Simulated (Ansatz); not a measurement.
Cost and result up the ladder for the cluster Li4S2 (6 atoms). Charge 0, multiplicity 1. Geometry: PBE0-D4/def2-TZVP.

```xyz
6

Li   -1.246    0.180    1.020
Li    0.222    1.472   -0.606
Li   -0.393   -2.315   -2.256
Li    1.272   -0.188    1.010
S     0.264    1.701    1.602
S    -0.119   -0.850   -0.770
```

Ansatz on 4 threads of Arm Neoverse V1 on a shared host. Times are rough, and most runs start from the orbitals of an earlier one. ωB97M-V/def2-TZVP serves as the yardstick here, not as an exact answer. Differences are given only for rows in sets of like size (and for xTB, whose basis is part of the method), since another set adds its own error. Binding counts from free atoms at the same level (Li doublet, S triplet; other spins of the atoms weren't run), without zero-point energy or a counterpoise term.

LC-ωPBE has ω = 0.4 bohr⁻¹. B3LYP takes the VWN-RPA correlation. Correlated methods freeze 10 core orbitals; core or outer-core shells of Li are correlated, in sets that lack core-valence functions. The structure comes from a short search, and lower isomers may exist.

Correlated methods converge slowly with the basis.

| level | functions | binding energy per atom (eV) | difference from ωB97M-V/def2-TZVP (eV) |
| --- | --- | --- | --- |
| revPBE-D4/def2-TZVP | 130 | 2.46 | -0.19 |
| LC-ωPBE/def2-TZVP | 130 | 2.49 | -0.17 |
| LDA (SPW92)/def2-TZVP | 130 | 2.87 | 0.22 |
| PBE-D4/def2-SVP | 72 | 2.64 | – |
| PBE0-D4/def2-TZVPD | 160 | 2.53 | -0.12 |
| PBE0-D4/def2-SVP | 72 | 2.59 | – |
| r2SCAN-D4/def2-TZVPD | 160 | 2.58 | -0.07 |
| MP2/def2-TZVP | 130 | 2.45 | -0.20 |
| B3LYP-D4/6-31G | 62 | 2.42 | – |
| ωB97M-V/def2-TZVP | 130 | 2.66 | 0.00 |
| PBE-D4/def2-TZVP (with forces) | 130 | 2.56 | -0.09 |
| RPA@PBE/def2-TZVP | 130 | 2.18 | -0.47 |
| PBE0-D4/def2-TZVP | 130 | 2.52 | -0.13 |
| PBE-D4/def2-TZVPD | 160 | 2.57 | -0.09 |

(1) Estimate how long each takes.

Answers

(1) LDA (SPW92)/def2-TZVP 0.71 s; MP2/def2-TZVP 0.75 s; PBE-D4/def2-SVP 0.85 s; PBE0-D4/def2-SVP 0.95 s; B3LYP-D4/6-31G 1.1 s; revPBE-D4/def2-TZVP 1.2 s; PBE0-D4/def2-TZVP 1.3 s; PBE-D4/def2-TZVP (with forces) 1.4 s; LC-ωPBE/def2-TZVP 1.5 s; PBE-D4/def2-TZVPD 1.7 s; PBE0-D4/def2-TZVPD 2 s; RPA@PBE/def2-TZVP 2.2 s; r2SCAN-D4/def2-TZVPD 3.7 s; ωB97M-V/def2-TZVP 5.5 s. On shared hardware such times vary by a factor of up to 3.
